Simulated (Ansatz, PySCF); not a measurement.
Process, species as SMILES: [F][Bi]([F])[F] -> [F][Bi][F] + F atom (the Bi-F bond at the site shown breaks; other sites are not compared here)
Structures are relaxed separately at B3LYP-D3(BJ)/def2-TZVP in Ansatz (a program for electronic structure).

Wanted: bond dissociation energy (0 K, with B3LYP-D3(BJ) harmonic zero-point energies from PySCF), in kcal/mol. Cores are frozen in the correlated levels unless marked. UHF or UKS for open shells. No spin-orbit coupling. Frozen are the shells of the preceding noble gas and the d and f shells that filled before the atom's block. In def2 rows, elements after Kr have scalar-relativistic effective core potentials. CBS(X,Y): correlation extrapolated as X^-3; Hartree-Fock from the larger set. [CCSD(T)-MP2]/basis is that difference in the basis named.

| level | program | bond dissociation energy (kcal/mol) | minus last row |
|---|---|---|---|
| HF/def2-SVP | Ansatz | 57.3 | -52.1 |
| HF/def2-TZVPD | PySCF | 62.6 | -46.8 |
| HF/def2-QZVPPD | Ansatz | 63.8 | -45.6 |
| BLYP-D3(BJ)/def2-TZVPD | Ansatz + dftd3 | 111.2 | 1.8 |
| revPBE-D4/def2-TZVPD | Ansatz + dftd4 | 108.7 | -0.7 |
| r2SCAN-D4/def2-TZVPD | Ansatz + dftd4 | 108.6 | -0.8 |
| B97M-V/def2-TZVPD | Ansatz | 111.0 | 1.6 |
| B3LYP-D3(BJ)/def2-TZVPD | Ansatz + dftd3 | 106.4 | -3.0 |
| PBE0-D4/def2-TZVPD | Ansatz + dftd4 | 104.9 | -4.5 |
| BHLYP-D4/def2-TZVPD | Ansatz + dftd4 | 96.3 | -13.1 |
| HSE06-D4/def2-TZVPD | Ansatz + dftd4 | 104.9 | -4.5 |
| HSE06/def2-TZVPD | Ansatz | 104.4 | -5.0 |
| wB97M-V/def2-TZVPD | Ansatz | 106.2 | -3.2 |
| MP2/def2-TZVPPD | Ansatz | 113.6 | 4.2 |
| RI-MP2/def2-TZVPP | Ansatz | 112.8 | 3.4 |
| RI-MP2/CBS(def2-TZVPPD,def2-QZVPPD) | Ansatz | 118.0 | 8.6 |
| SCS-MP2/def2-SVP | Ansatz | 97.7 | -11.7 |
| SCS-MP2/def2-TZVPPD | Ansatz | 109.2 | -0.2 |
| CCSD(T)/def2-SVP | Ansatz | 93.5 | -15.9 |
| CCSD(T)/def2-SVPD | Ansatz | 99.4 | -10.0 |
| RI-MP2/CBS(def2-TZVPPD,def2-QZVPPD)+[CCSD(T)-MP2]/def2-TZVPPD | Ansatz | 109.4 | 0.0 |
